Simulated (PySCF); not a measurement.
Al(Cl)(OH)2 (AlClH2O2), SMILES [Al]([Cl])([OH])[OH]. Atoms are numbered in the order given.

```xyz
6

Al     0.0011     0.4154     0.0000
Cl    -0.0328    -1.6739     0.0000
O     -1.4818     1.2206     0.0000
H     -1.5792     2.1739     0.0000
O      1.4556     1.2783     0.0000
H      2.3321     0.8913     0.0000
```
Charge 0, spin multiplicity 1.

The structure is a stationary point at PBE0-D3(BJ)/def2-SVP. One conformer was computed; it need not be the lowest.

All values below come from B3LYP/pcJ-1 in PySCF.

Isotropic couplings with Fermi-contact, spin-dipole and both spin-orbit terms, one fixed conformer, no vibrational averaging. Isotopes: 1H.

Computed spin–spin coupling constants:
| pair | bonds apart | J (Hz) |
|---|---|---|
| H4–H6 | 4 | -0.6 |
